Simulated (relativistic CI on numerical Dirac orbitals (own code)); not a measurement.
Radial parameters of Os³⁰⁺

Calculated at this level of theory: Dirac-Coulomb-Breit CI, KLI orbitals optimised for each configuration, model QED (radiative potential, 1s self-energy scaled to tabulated hydrogen-like ionisation energies), unscaled Slater integrals (own radial code, finite nucleus).

Slater integrals F^k, G^k are unscaled and averaged over j, outside the closed core [Ar] 3d10; ζ comes from projecting the Hamiltonian with its Breit term on Σ l·s of the shell.

- 4s2 4p6 4d9 4f: ζ(4d) = 60316, F^2(4d,4f) = 233820, F^4(4d,4f) = 152380, G^1(4d,4f) = 246710, G^3(4d,4f) = 168190, G^5(4d,4f) = 123000, ζ(4f) = 10371 cm⁻¹; <r>(4d) = 0.4301, <r^2>(4d) = 0.2116, <r>(4f) = 0.411, <r^2>(4f) = 0.1929 (bohr units).
- 4s2 4p5 4d10 4f: ζ(4p) = 503460, F^2(4p,4f) = 239100, G^2(4p,4f) = 195310, G^4(4p,4f) = 141900, ζ(4f) = 10338 cm⁻¹; <r>(4p) = 0.4228, <r^2>(4p) = 0.2025, <r>(4f) = 0.411, <r^2>(4f) = 0.1929 (bohr units).
- 4s 4p6 4d10 4f: G^3(4s,4f) = 171890, ζ(4f) = 10471 cm⁻¹; <r>(4s) = 0.407, <r^2>(4s) = 0.1864, <r>(4f) = 0.4108, <r^2>(4f) = 0.1927 (bohr units).

Averages of the first 10 configurations, taken without configuration mixing, which lowers the lowest level and can move excited configurations by several eV; other configurations of the list can lie among them:

```
  Configuration  Parity  States  Average energy above the lowest level (eV)
   4s2 4p6 4d10    even       1                                         0.1
 4s2 4p6 4d9 4f     odd     140                                       220.3
4s2 4p5 4d10 4f    even      84                                       450.1
 4s 4p6 4d10 4f     odd      28                                       625.7
 4s2 4p6 4d9 5s    even      20                                       401.3
 4s2 4p6 4d9 5p     odd      60                                       471.3
 4s2 4p6 4d9 5d    even     100                                       562.9
4s2 4p5 4d10 5s     odd      12                                       632.1
   4p6 4d10 4f2    even      91                                      1253.9
    4p6 4d9 4f3     odd    3640                                      1474.5
```
